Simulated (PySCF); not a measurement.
C4H10O2, charge +1, doublet, at a GFN2-xTB geometry (a state made from the parent by changing its charge; the spin is typed, not shown lowest); PySCF with CASSCF(9,8)/STO-3G.

PySCF was given this input:
```python
from pyscf import gto, scf, mcscf
import numpy

mol = gto.Mole()
mol.atom = '''
    C     1.94069579    0.91334094    0.49750253
    O     0.89471360    0.79460299   -0.43162069
    C     0.64119583   -0.44509277   -0.96257063
    C    -0.38257646   -1.26136668   -0.05067015
    O    -1.59341665   -0.63118841   -0.04131195
    C    -1.71761824    0.50916164    0.73654296
    H     1.85612709    0.18810701    1.31561687
    H     1.90770603    1.92889248    0.88948362
    H     2.90769810    0.74618950    0.00775439
    H     1.53652385   -1.07004865   -1.05066465
    H     0.15566943   -0.29927357   -1.93174509
    H    -0.51468831   -2.24564470   -0.50540388
    H     0.07276308   -1.33845415    0.94736665
    H    -2.74555703    0.85999369    0.64672820
    H    -1.44852698    0.33697027    1.78682067
    H    -1.02827228    1.28969285    0.35267599
'''
mol.basis = 'sto-3g'
mol.charge = 1
mol.spin = 1
mol.verbose = 4
mol.build()

mf = scf.ROHF(mol)
mf.kernel()
mc = mcscf.CASSCF(mf, 8, 9)
mc.fix_spin_(ss=0.75)
mc.kernel()
occ = numpy.linalg.eigvalsh(mc.fcisolver.make_rdm1(mc.ci, mc.ncas, mc.nelecas))[::-1]
ss = mc.fcisolver.spin_square(mc.ci, mc.ncas, mc.nelecas)[0]
print('natural occupations', occ.round(4), ' <S^2>', round(ss, 4))
```

Problem. Write the output that PySCF gives for this input, abridged.

Solution. 
```
PySCF version 2.14.0

[INPUT] verbose = 4
[INPUT] num. atoms = 16
[INPUT] num. electrons = 49
[INPUT] charge = 1
[INPUT] spin (= nelec alpha-beta = 2S) = 1
[INPUT] symmetry False subgroup None
[INPUT] Mole.unit = angstrom
[INPUT] Symbol           X                Y                Z      unit          X                Y                Z       unit  Magmom
[INPUT]  1 C      1.940695790000   0.913340940000   0.497502530000 AA    3.667383534196   1.725964234953   0.940143527978 Bohr   0.0
[INPUT]  2 O      0.894713600000   0.794602990000  -0.431620690000 AA    1.690763663924   1.501582028861  -0.815644893796 Bohr   0.0
[INPUT]  3 C      0.641195830000  -0.445092770000  -0.962570630000 AA    1.211684510913  -0.841103435324  -1.818994866250 Bohr   0.0
[INPUT]  4 C     -0.382576460000  -1.261366680000  -0.050670150000 AA   -0.722964731106  -2.383637567852  -0.095752706191 Bohr   0.0
[INPUT]  5 O     -1.593416650000  -0.631188410000  -0.041311950000 AA   -3.011121070822  -1.192773227900  -0.078068271172 Bohr   0.0
[INPUT]  6 C     -1.717618240000   0.509161640000   0.736542960000 AA   -3.245828060157   0.962176052734   1.391864473376 Bohr   0.0
[INPUT]  7 H      1.856127090000   0.188107010000   1.315616870000 AA    3.507571852486   0.355470731011   2.486155569158 Bohr   0.0
[INPUT]  8 H      1.907706030000   1.928892480000   0.889483620000 AA    3.605041922881   3.645078510933   1.680880434087 Bohr   0.0
[INPUT]  9 H      2.907698100000   0.746189500000   0.007754390000 AA    5.494753061918   1.410093792026   0.014653673363 Bohr   0.0
[INPUT] 10 H      1.536523850000  -1.070048650000  -1.050664650000 AA    2.903609260362  -2.022098888461  -1.985468437262 Bohr   0.0
[INPUT] 11 H      0.155669430000  -0.299273570000  -1.931745090000 AA    0.294172588667  -0.565545083621  -3.650469162573 Bohr   0.0
[INPUT] 12 H     -0.514688310000  -2.245644700000  -0.505403880000 AA   -0.972619945415  -4.243653456081  -0.955074915493 Bohr   0.0
[INPUT] 13 H      0.072763080000  -1.338454150000   0.947366650000 AA    0.137502293180  -2.529311773788   1.790263508047 Bohr   0.0
[INPUT] 14 H     -2.745557030000   0.859993690000   0.646728200000 AA   -5.188350846074   1.625152542954   1.222139175033 Bohr   0.0
[INPUT] 15 H     -1.448526980000   0.336970270000   1.786820670000 AA   -2.737319276243   0.636781522421   3.376601700012 Bohr   0.0
[INPUT] 16 H     -1.028272280000   1.289692850000   0.352675990000 AA   -1.943152990682   2.437166271310   0.666461031810 Bohr   0.0

nuclear repulsion = 268.609179291518
number of shells = 28
number of NR pGTOs = 120
number of NR cGTOs = 40
basis = sto-3g
ecp = {}

******** <class 'pyscf.scf.rohf.ROHF'> ********
method = ROHF
initial guess = minao
damping factor = 0
level_shift factor = 0
DIIS = <class 'pyscf.scf.diis.CDIIS'>
diis_start_cycle = 1
diis_space = 8
diis_damp = 0
SCF conv_tol = 1e-09
SCF conv_tol_grad = None
SCF max_cycles = 50
direct_scf = True
direct_scf_tol = 1e-13
num. doubly occ = 24  num. singly occ = 1
Set gradient conv threshold to 3.16228e-05
init E= -304.231622038315
  HOMO = -0.216570892636478  LUMO = 0.357445423117775  gap/eV = 15.61978
cycle= 1 E= -302.740558724912  delta_E= 1.49  |g|= 0.549  |ddm|= 3.31
  HOMO = -0.388449273720373  LUMO = 0.231980611383816  gap/eV = 16.88276
cycle= 2 E= -302.843147846007  delta_E= -0.103  |g|= 0.267  |ddm|= 0.697
  HOMO = -0.415629845590958  LUMO = 0.278936370305423  gap/eV = 18.90011
cycle= 3 E= -302.862857498476  delta_E= -0.0197  |g|= 0.0346  |ddm|= 0.227
  HOMO = -0.4007825483071  LUMO = 0.289182017401353  gap/eV = 18.77489
cycle= 4 E= -302.864279679563  delta_E= -0.00142  |g|= 0.0273  |ddm|= 0.083
  HOMO = -0.403500158859188  LUMO = 0.289105166726968  gap/eV = 18.84675
cycle= 5 E= -302.864710553961  delta_E= -0.000431  |g|= 0.0212  |ddm|= 0.0267
  HOMO = -0.405988251097979  LUMO = 0.288534907602197  gap/eV = 18.89894
cycle= 6 E= -302.866204895534  delta_E= -0.00149  |g|= 0.0359  |ddm|= 0.0993
  HOMO = -0.40074576123315  LUMO = 0.286415363559375  gap/eV = 18.69861
cycle= 7 E= -302.864066765614  delta_E= 0.00214  |g|= 0.024  |ddm|= 0.147
  HOMO = -0.396051918190181  LUMO = 0.281271026543918  gap/eV = 18.43090
cycle= 8 E= -302.863362891637  delta_E= 0.000704  |g|= 0.0121  |ddm|= 0.135
  HOMO = -0.402368791310033  LUMO = 0.281456889829989  gap/eV = 18.60784
cycle= 9 E= -302.863421013819  delta_E= -5.81e-05  |g|= 0.00505  |ddm|= 0.0175
  HOMO = -0.407544885945217  LUMO = 0.281561974146585  gap/eV = 18.75155
cycle= 10 E= -302.86344329097  delta_E= -2.23e-05  |g|= 0.000722  |ddm|= 0.0127
  HOMO = -0.406639017085858  LUMO = 0.281536401125706  gap/eV = 18.72621
cycle= 11 E= -302.863443546855  delta_E= -2.56e-07  |g|= 0.000312  |ddm|= 0.00242
  HOMO = -0.406560968453967  LUMO = 0.281500714686188  gap/eV = 18.72311
cycle= 12 E= -302.863443649242  delta_E= -1.02e-07  |g|= 0.000155  |ddm|= 0.00126
  HOMO = -0.406673813567985  LUMO = 0.281506342577315  gap/eV = 18.72634
cycle= 13 E= -302.863443679917  delta_E= -3.07e-08  |g|= 5.84e-05  |ddm|= 0.000656
  HOMO = -0.406626209230446  LUMO = 0.281508218438151  gap/eV = 18.72509
cycle= 14 E= -302.863443682912  delta_E= -3e-09  |g|= 3.03e-05  |ddm|= 0.000277
  HOMO = -0.40663938211319  LUMO = 0.281505006702284  gap/eV = 18.72536
cycle= 15 E= -302.863443683335  delta_E= -4.23e-10  |g|= 3.36e-06  |ddm|= 0.000128
  HOMO = -0.406642828066355  LUMO = 0.281504619738536  gap/eV = 18.72545
Extra cycle  E= -302.863443683355  delta_E= -2.02e-11  |g|= 1.93e-06  |ddm|= 9.02e-06
converged SCF energy = -302.863443683355

******** <class 'pyscf.mcscf.mc1step.CASSCF'> ********
CAS (5e+4e, 8o), ncore = 20, nvir = 12
max_cycle_macro = 50
max_cycle_micro = 4
conv_tol = 1e-07
conv_tol_grad = None
orbital rotation max_stepsize = 0.02
orbital rotation threshold for CI restart = 0.01
augmented hessian ah_max_cycle = 30
augmented hessian ah_conv_tol = 1e-12
augmented hessian ah_linear dependence = 1e-14
augmented hessian ah_level shift = 1e-08
augmented hessian ah_start_tol = 2.5
augmented hessian ah_start_cycle = 3
augmented hessian ah_grad_trust_region = 3
kf_trust_region = 3
kf_interval = 4
ci_response_space = 4
ci_grad_trust_region = 3
with_dep4 0
natorb = False
canonicalization = True
sorting_mo_energy = False
ao2mo_level = 2
internal_rotation = False
******** <class 'pyscf.fci.addons.SpinPenaltyFCISolver'> ********
max. cycles = 50
conv_tol = 1e-08
davidson only = True
linear dependence = 1e-12
level shift = 0.001
max iter space = 12
nroots = 1
pspace_size = 400
spin = None
CASCI E = -302.875582407461  S^2 = 0.7500000
Set conv_tol_grad to 0.000316228
macro iter   1 ( 21 JK    4 micro), CASSCF E = -302.899140337963  dE = -2.35579305e-02  S^2 = 0.7500000
               |grad[o]|=0.0224  |grad[c]|=0.108  |ddm|=0.0393  |maxRot[o]|=0.308
macro iter   2 ( 21 JK    4 micro), CASSCF E = -302.931294634928  dE = -3.21542970e-02  S^2 = 0.7500000
               |grad[o]|=0.0331  |grad[c]|=0.149  |ddm|=0.0808  |maxRot[o]|=0.253
macro iter   3 ( 21 JK    4 micro), CASSCF E = -302.949083995912  dE = -1.77893610e-02  S^2 = 0.7500000
               |grad[o]|=0.0373  |grad[c]|=0.0597  |ddm|=0.0279  |maxRot[o]|=0.165
macro iter   4 ( 21 JK    4 micro), CASSCF E = -302.952158923025  dE = -3.07492711e-03  S^2 = 0.7500000
               |grad[o]|=0.0275  |grad[c]|=0.0282  |ddm|=0.0188  |maxRot[o]|=0.115
macro iter   5 ( 21 JK    4 micro), CASSCF E = -302.952447965037  dE = -2.89042012e-04  S^2 = 0.7500000
               |grad[o]|=0.0185  |grad[c]|=0.0256  |ddm|=0.0152  |maxRot[o]|=0.0304
macro iter   6 ( 21 JK    4 micro), CASSCF E = -302.952232913675  dE =  2.15051362e-04  S^2 = 0.7500000
               |grad[o]|=0.0157  |grad[c]|=0.0241  |ddm|=0.0136  |maxRot[o]|=0.0181
macro iter   7 ( 21 JK    4 micro), CASSCF E = -302.954374279216  dE = -2.14136554e-03  S^2 = 0.7500000
               |grad[o]|=0.0148  |grad[c]|=0.018  |ddm|=0.012  |maxRot[o]|=0.0479
macro iter   8 ( 19 JK    4 micro), CASSCF E = -302.956926709014  dE = -2.55242980e-03  S^2 = 0.7500000
               |grad[o]|=0.0122  |grad[c]|=0.0071  |ddm|=0.00692  |maxRot[o]|=0.0655
macro iter   9 ( 21 JK    4 micro), CASSCF E = -302.957046457878  dE = -1.19748864e-04  S^2 = 0.7500000
               |grad[o]|=0.00775  |grad[c]|=0.0174  |ddm|=0.00657  |maxRot[o]|=0.0131
macro iter  10 ( 21 JK    4 micro), CASSCF E = -302.957101697991  dE = -5.52401126e-05  S^2 = 0.7500000
               |grad[o]|=0.00743  |grad[c]|=0.0208  |ddm|=0.00886  |maxRot[o]|=0.0075
macro iter  11 ( 21 JK    4 micro), CASSCF E = -302.957109500911  dE = -7.80291998e-06  S^2 = 0.7500000
               |grad[o]|=0.0074  |grad[c]|=0.023  |ddm|=0.0101  |maxRot[o]|=0.00455
macro iter  12 ( 21 JK    4 micro), CASSCF E = -302.957104856719  dE =  4.64419134e-06  S^2 = 0.7500000
               |grad[o]|=0.00749  |grad[c]|=0.0245  |ddm|=0.0108  |maxRot[o]|=0.0029
macro iter  13 ( 21 JK    4 micro), CASSCF E = -302.958226458630  dE = -1.12160191e-03  S^2 = 0.7500000
               |grad[o]|=0.00758  |grad[c]|=0.00356  |ddm|=0.00161  |maxRot[o]|=0.0462
macro iter  14 ( 21 JK    4 micro), CASSCF E = -302.958247682508  dE = -2.12238779e-05  S^2 = 0.7500000
               |grad[o]|=0.00406  |grad[c]|=0.00858  |ddm|=0.00361  |maxRot[o]|=0.00436
macro iter  15 ( 16 JK    4 micro), CASSCF E = -302.958464403181  dE = -2.16720673e-04  S^2 = 0.7500000
               |grad[o]|=0.00396  |grad[c]|=0.00482  |ddm|=0.00188  |maxRot[o]|=0.0156
macro iter  16 ( 13 JK    4 micro), CASSCF E = -302.958470024429  dE = -5.62124808e-06  S^2 = 0.7500000
               |grad[o]|=0.00274  |grad[c]|=0.00543  |ddm|=0.0025  |maxRot[o]|=0.00168
macro iter  17 ( 13 JK    4 micro), CASSCF E = -302.958446956789  dE =  2.30676402e-05  S^2 = 0.7500000
               |grad[o]|=0.00273  |grad[c]|=0.00552  |ddm|=0.00251  |maxRot[o]|=0.00237
macro iter  18 ( 14 JK    4 micro), CASSCF E = -302.958586214553  dE = -1.39257764e-04  S^2 = 0.7500000
               |grad[o]|=0.00285  |grad[c]|=0.00249  |ddm|=0.00151  |maxRot[o]|=0.0154
macro iter  19 ( 11 JK    4 micro), CASSCF E = -302.958646698852  dE = -6.04842996e-05  S^2 = 0.7500000
               |grad[o]|=0.00169  |grad[c]|=0.00134  |ddm|=0.000809  |maxRot[o]|=0.0125
macro iter  20 (  7 JK    3 micro), CASSCF E = -302.958660190415  dE = -1.34915622e-05  S^2 = 0.7500000
               |grad[o]|=0.00076  |grad[c]|=0.000295  |ddm|=0.000402  |maxRot[o]|=0.00791
macro iter  21 (  3 JK    1 micro), CASSCF E = -302.958660543341  dE = -3.52926236e-07  S^2 = 0.7500000
               |grad[o]|=0.000164  |grad[c]|=0.000127  |ddm|=9.6e-05  |maxRot[o]|=0.00142
macro iter  22 (  3 JK    1 micro), CASSCF E = -302.958660550852  dE = -7.51106199e-09  S^2 = 0.7500000
               |grad[o]|=6.63e-05  |grad[c]|=5.55e-05  |ddm|=    0  |maxRot[o]|=5.43e-05
1-step CASSCF converged in  22 macro (372 JK  81 micro) steps
CASSCF canonicalization
Density matrix diagonal elements [1.97696331 1.968512   1.97096639 1.93042684 1.05996893 0.032842
 0.02717189 0.03314865]
CASSCF energy = -302.958660550852
CASCI E = -302.958660550852  E(CI) = -21.0059715313407  S^2 = 0.7500000
natural occupations [1.9796 1.9708 1.9704 1.9657 1.0247 0.0324 0.0312 0.0252]  <S^2> 0.75
```
